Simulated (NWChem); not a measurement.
System: SiH$_{2}$Br$_{2}$; SMILES Br[SiH2]Br

```xyz
5

Si     0.0000     0.0000    -0.9947
Br    -1.8256     0.0000     0.2612
Br     1.8256     0.0000     0.2612
H      0.0000     1.2326    -1.8216
H      0.0000    -1.2326    -1.8216
```
Atoms are numbered in this order, from 1.

Level: PBE0/def2-SVP (NWChem), optimised geometry, unscaled harmonic frequencies. This build's default masses of Se (78.918 u) and Br (79.917 u) are each other's, which moves their modes by up to 0.6 %.

List the harmonic frequencies with IR intensities, and the thermochemistry.


```json
[
 {"frequency (cm⁻¹)": "119", "IR intensity (km/mol)": "0.8"},
 {"frequency (cm⁻¹)": "405", "IR intensity (km/mol)": "26.1"},
 {"frequency (cm⁻¹)": "478", "IR intensity (km/mol)": "97.0"},
 {"frequency (cm⁻¹)": "550", "IR intensity (km/mol)": "20.4"},
 {"frequency (cm⁻¹)": "686", "IR intensity (km/mol)": "0.0"},
 {"frequency (cm⁻¹)": "846", "IR intensity (km/mol)": "289.3"},
 {"frequency (cm⁻¹)": "934", "IR intensity (km/mol)": "120.8"},
 {"frequency (cm⁻¹)": "2273", "IR intensity (km/mol)": "62.2"},
 {"frequency (cm⁻¹)": "2289", "IR intensity (km/mol)": "76.4"}
]
```

| Item | Result |
|---|---|
| zero-point energy | 12.3 kcal/mol |
| thermal correction to the enthalpy at 298.15 K (with zero-point energy) | 15.7 kcal/mol |
| heat capacity Cv | 13.7 cal/(mol K) |
| entropy at 298.15 K and 1 atm (symmetry number 2) | 74.2 cal/(mol K) |
| dipole moment | 1.21 D |

Rigid rotor and harmonic oscillator.
